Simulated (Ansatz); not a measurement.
Start from `[Se]=C[TeH]` and change one atom or group to get `NC=[Se]`.

Ansatz, PBE0-D4/def2-TZVP geometries, multiplicity 1. Each molecule was computed in one conformer, which needn't be the lowest.

Elements past krypton have def2 core potentials. Scalar relativity is left out up to krypton.

```
                                          property  `[Se]=C[TeH]`
             LUMO energy (ωB97M-V/def2-TZVPP) / eV          -0.65
  size of the dipole moment (B3LYP/def2-TZVPP) / D           2.38
               LUMO energy (B3LYP/def2-TZVPP) / eV          -2.77
             HOMO–LUMO gap (B3LYP/def2-TZVPP) / eV           3.29
             HOMO energy (ωB97M-V/def2-TZVPP) / eV          -8.44
size of the dipole moment (ωB97M-V/def2-TZVPP) / D           2.24
```

Give the same properties after the change, and the shifts. (Best estimate.)

The calculation gave: 
```
                                          property  `NC=[Se]`  shift
             LUMO energy (ωB97M-V/def2-TZVPP) / eV       0.85   1.50
  size of the dipole moment (B3LYP/def2-TZVPP) / D       4.57   2.19
               LUMO energy (B3LYP/def2-TZVPP) / eV      -1.45   1.32
             HOMO–LUMO gap (B3LYP/def2-TZVPP) / eV       4.23   0.94
             HOMO energy (ωB97M-V/def2-TZVPP) / eV      -8.04   0.40
size of the dipole moment (ωB97M-V/def2-TZVPP) / D       4.71   2.47
```

With PBE0 the HOMO rises by 0.39 eV and the LUMO rises by 1.37 eV, so the gap widens by about 0.98 eV. PBE moves the HOMO by 0.38 eV and ωB97M-V by 0.40 eV. The zero-point energy changes by 56.0 kJ/mol with +3 modes. Dipoles are sizes alone; their direction can turn.

B3LYP here is the variant with VWN-RPA as its local correlation; programs differ in this.

Spin–orbit coupling is left out; it splits and shifts lone-pair levels of the heavy atoms by tenths of an eV.
